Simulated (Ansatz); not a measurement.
CoF₃, relaxed as a quintet with UKS PBE0-D4/def2-TZVP in Ansatz, starting from the GFN2-xTB geometry. Force threshold 0.02 eV/Å.

Start:

```xyz
4

Co    0.000    0.000    0.000
F     0.116   -1.701   -0.290
F     0.508    1.120   -1.214
F    -0.624    0.581    1.504
```

| step | energy (eV) | largest force component (eV/Å) | SCF passes |
| --- | --- | --- | --- |
| 1 | -45768.9309 | 0.295 | 21 |
| 2 | -45768.9343 | 0.140 | 29 |
| 3 | -45768.9353 | 0.003 | 29 |

Force components are those of the run's own axes.

End:

Cartesian coordinates in Å:
```
Co 0.000 0.000 0.000
F 0.115 -1.691 -0.288
F 0.505 1.113 -1.208
F -0.621 0.578 1.495
```

By distances, no bond broke or formed. The bond that changes most is Co1–F3, from 1.73 to 1.72 Å (atoms count from 1).

No frequencies were taken in this run, so the end may be a saddle point.

It took 6 s on 2 threads of Intel Xeon 6975P-C on a shared host.
